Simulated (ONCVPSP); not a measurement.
**K (Z = 19), ONCV: configuration errors across variants**

ONCVPSP 4.0.1 input, shortened (lines: element, Z, core and valence counts, functional; n l f; lmax; l rc ep ncon nbas qcut; lloc lpopt rc5 dvloc0; l nproj debl; icmod fcfact rcfact), LDA (Perdew-Wang 92), scalar-relativistic:

```
  K 19.00    3    3  -001012      upf
    1    0    2.00
    2    0    2.00
    2    1    6.00
    3    0    2.00
    3    1    6.00
    4    0    1.00
    2
    0    2.45    0.00    3    7    3.90
    1    1.30    0.00    4    8    6.80
    2    2.20    0.07    3    7    3.80
    4    2    0.85    0.00
    0    2    3.90
    1    2    1.80
    2    1    3.20
    3    4.75    1.25
```

All-electron excitation energies from the reference (eV): (1) 3s2 3p6 4s0 4.404; (2) 3s2 3p6 4s0.5 1.708; (3) 3s2 3p6 4s0 4p1 1.628; (4) 3s2 3p5 4s1 24.967.

A true bound ghost makes a file unfit for plane-wave use even where its test errors are small: the radial tests pick states by their node count and pass the ghost by.

Errors AE − PS in meV (a dash: test not solved or not reliable):

```csv
change,(1),(2),(3),(4),bound ghosts,GHOST(+) flags above zero
base,-0.3,0.0,-0.1,+22,none,none
s: qcut 2.5; p: qcut 4.4; d: qcut 2.4,-0.1,0.0,0.0,+17,s,d
s: qcut 3.2; p: qcut 5.6; d: qcut 3.1,-0.2,0.0,-0.1,+22,none,d
s: qcut 4; p: qcut 6.9; d: qcut 3.9,-0.3,0.0,-0.1,+22,none,none
s: qcut 4.4; p: qcut 7.7; d: qcut 4.3,-0.3,0.0,-0.2,+21,none,none
s: qcut 4.9; p: qcut 8.5; d: qcut 4.8,-0.3,0.0,-0.2,+21,none,none
```

**Question.** Give the same row for: s: qcut 5.4; p: qcut 9.4; d: qcut 5.3.

**Answer.** -0.3, -0.1, -0.2, +20; bound ghosts: none; GHOST(+) flags above zero: none.
